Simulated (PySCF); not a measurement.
Gas-phase reaction: 3 SnH3Cl + 2 SnCl3 → 5 SnHCl + 4 HCl

Method: PySCF energies (xtb for GFN2) plus ideal-gas RRHO corrections (1 bar). † marks an energy on the PBE0/def2-TZVP geometry and frequencies; other levels use their own. MP2 and CCSD(T) freeze the core. Open shells (unrestricted): SnCl3 (multiplicity 2); the rest are closed-shell singlets. GFN2 has no spin-polarisation term. Sn: scalar-relativistic def2 core potential, no spin-orbit coupling. SnH3Cl, SnCl3, SnHCl: computed as isolated molecules; such fragments, hydroxides, amides, oligomers or adducts are transient or little studied in the gas. MP2 isn't extrapolated to the basis-set limit; its ΔH°(298 K) is 373.5 kJ in def2-SVP and 307.4 kJ in def2-TZVPP. CCSD(T) isn't extrapolated to the basis-set limit. The harmonic model lacks anharmonicity and excited electronic states, which grow with temperature; levels with a mode under 35 cm⁻¹ are left out. Soft modes under 120 cm⁻¹ make the harmonic entropy rough for SnCl3.

```csv
level,"ΔE electronic, kJ","ΔH°(298 K), kJ","ΔS°(298 K), J/K","ΔG°(2500 K), kJ"
BLYP/def2-TZVP†,193,175,586,-1186
CCSD(T)/def2-SVP†,322,304,586,-1057
GFN2-xTB,-78,-104,564,-1414
HF/def2-TZVP†,364,346,586,-1015
MP2/def2-SVP†,392,373,586,-987
r2SCAN/def2-TZVP†,390,372,586,-988
LDA/def2-TZVP†,419,401,586,-959
ωB97X-V/def2-TZVP†,382,364,586,-997
```
ΔH° is lowest at GFN2-xTB and highest at LDA/def2-TZVP†. No reference value is set beside these.
